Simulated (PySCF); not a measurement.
## Correlation energy of Kr⁺ (krypton, charge +1)

[Ar] 3d10 4s2 4p5, 2P determinant. Calculation: PySCF 2.14, in dyall-av2z; the non-relativistic Hamiltonian (point nucleus). Frozen: [Ar] 3d10; 7 electrons correlated; the 39 highest virtual orbitals of each spin left out.

```tsv
level	correlation energy (mhartree)
CCSD	-124.05
(T)	-1.85
CCSD(T)	-125.90
```

Diagnostics: T1 = 0.0053, D1 = 0.0187, largest double amplitude 0.043.

Cost of the coupled-cluster step: of the order of 1.3 core-seconds, for 7 correlated electrons.

Iterations:

```
CC2 = 0
CCSD nocc = (np.int64(4), np.int64(3)), nmo = (39, 39)
frozen orbitals [[0, 1, 2, 3, 4, 5, 6, 7, 8, 9, 10, 11, 12, 13, 53, 54, 55, 56, 57, 58, 59, 60, 61, 62, 63, 64, 65, 66, 67, 68, 69, 70, 71, 72, 73, 74, 75, 76, 77, 78, 79, 80, 81, 82, 83, 84, 85, 86, 87, 88, 89, 90, 91], [0, 1, 2, 3, 4, 5, 6, 7, 8, 9, 10, 11, 12, 13, 53, 54, 55, 56, 57, 58, 59, 60, 61, 62, 63, 64, 65, 66, 67, 68, 69, 70, 71, 72, 73, 74, 75, 76, 77, 78, 79, 80, 81, 82, 83, 84, 85, 86, 87, 88, 89, 90, 91]]
max_cycle = 100
direct = 0
conv_tol = 1e-08
conv_tol_normt = 1e-06
diis_space = 8
diis_start_cycle = 0
Init t2, MP2 energy = -0.109043170857502
Init E_corr(UCCSD) = -0.109043170858135
cycle = 1  E_corr(UCCSD) = -0.121082728231235  dE = -0.0120395574  norm(t1,t2) = 0.0302555
cycle = 2  E_corr(UCCSD) = -0.123193009820647  dE = -0.00211028159  norm(t1,t2) = 0.00927921
cycle = 3  E_corr(UCCSD) = -0.124071190401456  dE = -0.000878180581  norm(t1,t2) = 0.00353236
cycle = 4  E_corr(UCCSD) = -0.124046759518664  dE = 2.44308828e-05  norm(t1,t2) = 0.000364864
cycle = 5  E_corr(UCCSD) = -0.124047653396884  dE = -8.93878221e-07  norm(t1,t2) = 8.51463e-05
cycle = 6  E_corr(UCCSD) = -0.124048049146627  dE = -3.95749743e-07  norm(t1,t2) = 1.97081e-05
cycle = 7  E_corr(UCCSD) = -0.124048011966842  dE = 3.71797845e-08  norm(t1,t2) = 5.34769e-06
cycle = 8  E_corr(UCCSD) = -0.124048010607019  dE = 1.35982373e-09  norm(t1,t2) = 1.10078e-06
cycle = 9  E_corr(UCCSD) = -0.124048006390175  dE = 4.21684383e-09  norm(t1,t2) = 1.7454e-07
UCCSD converged
E(UCCSD) = -2751.661698676675  E_corr = -0.1240480063901749
UCCSD(T) correction = -0.00185287758121518
```
